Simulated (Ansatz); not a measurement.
Species: chloro(trihydroxy)silane, sum formula H$_{3}$SiO$_{3}$Cl, charge 0, multiplicity 1. SMILES: O[Si](O)(O)Cl
Structure (B3LYP-D3(BJ)/def2-TZVP (Ansatz, a program for electronic structure) minimum search):
```
Si
O 1 1.6239
H 2 0.9605 1 118.77
O 1 1.6239 2 109.56 3 174.57
H 4 0.9605 1 118.77 2 -65.22
O 1 1.6239 2 109.56 3 -65.22
H 6 0.9605 1 118.77 2 174.57
Cl 1 2.0713 2 109.39 3 54.67
```

Wanted: vertical triplet-singlet gap (E(triplet) - E(singlet); each state is the SCF solution reached for its spin; the molecule has degenerate orbitals, so one determinant may break the symmetry), in kcal/mol. Cores are frozen in the correlated levels unless marked. Open shells are spin-unrestricted. Spin-orbit coupling is left out. No relativistic terms. 

```tsv
level	program	vertical triplet-singlet gap (kcal/mol)
HF/aug-cc-pV(D+d)Z	Ansatz	183.4
HF/aug-cc-pV(T+d)Z	Ansatz	167.1
BHLYP/def2-TZVPD	Ansatz	183.6
wB97X-V/def2-TZVPD	Ansatz	190.8
MP2/aug-cc-pV(D+d)Z	Ansatz	191.4
RI-MP2/aug-cc-pV(Q+d)Z	Ansatz	200.8
SCS-MP2/aug-cc-pV(D+d)Z	Ansatz	192.5
CCSD/aug-cc-pV(D+d)Z	Ansatz	185.7
CCSD(T)/aug-cc-pV(D+d)Z	Ansatz	183.1
```
